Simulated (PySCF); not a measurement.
Sb2, charge -1, multiplicity 2. Atoms are numbered in the order given.

```xyz
2

Sb     0.0000     0.0000    -1.2801
Sb     0.0000     0.0000     1.2801
```
Charge -1, spin multiplicity 2.

The structure is a stationary point at PBE0-D3(BJ)/def2-TZVPD. The multiplicity is an assumed one; other spin states were not compared. The def2 effective core potentials stand for the cores of Sb; spin–orbit coupling is left out.

The numbers are results of IEF-PCM-B3LYP/def2-SVPD in PySCF 2.14.0, not measurements.

The values are the electrostatic part of the solvation free energy, E(continuum) − E(gas) at the gas-phase geometry, in a cavity of scaled van der Waals radii (PySCF's table); cavitation and dispersion terms are not included. A continuum can't describe solvent molecules that bind to the metal.

```tsv
solvent	ε	ΔG(elec) (kcal/mol)
water	78.36	-49.9
n-hexane	1.88	-23.3
methanol	32.61	-49.0
```
